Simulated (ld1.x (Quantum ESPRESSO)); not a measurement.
**calcium: excitation energies, all-electron against TM**

```json
{"Element": "Ca", "Generator": "ld1.x (Quantum ESPRESSO) 7.5", "Type": "norm-conserving Troullier–Martins (Kleinman–Bylander form)", "Functional": "BP86", "Relativity": "scalar-relativistic", "Frozen core": "[Ne] 3s2", "Valence charge": "8", "Reference configuration": "3p6 3d0 4s2 4p0", "Partial waves": "4s (bound): rc 3.70 bohr; 3p (bound): rc 1.80 bohr; 3d (bound, empty): rc 3.15 bohr", "Local potential": "the d channel", "Core correction": "a·sin(br)/r model core, default radius (core density twice the valence density)"}
```

Energies are relative to the spin-unpolarised reference configuration 3p6 3d0 4s2 4p0; without spin polarisation the order of configurations can differ from experiment.

| valence configuration | charge | ΔE all-electron (eV) | error AE − PS (meV) |
| --- | --- | --- | --- |
| 3p6 3d0 4s0 4p0 | +2 | 18.254 | -17 |
| 3p6 3d0 4s1.5 4p0 | +0.5 | 2.569 | -0.1 |
| 3p6 3d1 4s1 4p0 | 0 | 2.297 | +32 |
| 3p6 3d0 4s0 4p2 | 0 | 5.016 | -580 |
| 3p6 3d0 4s1 4p1 | 0 | 2.455 | -257 |
| 3p6 3d1 4s0 4p0 | +1 | 7.835 | +64 |

Q: What are ΔE and the potential's error for 3p6 3d0 4s1 4p0?

A: ΔE = 6.455 eV all-electron; the error (AE − PS) is -0.7 meV.

Levels in the configuration 3p6 3d0 4s1 4p1:

```json
{"level": "3p", "all-electron (eV)": "-29.418", "pseudo (eV)": "-29.674"}
{"level": "4s", "all-electron (eV)": "-4.538", "pseudo (eV)": "-4.704"}
{"level": "4p", "all-electron (eV)": "-2.030", "pseudo (eV)": "-1.904"}
```

Note: ghost state, extra bound levels that the all-electron valence spectrum of the same l lacks: s at -29.0 eV. A true bound ghost makes a file unfit for plane-wave use.
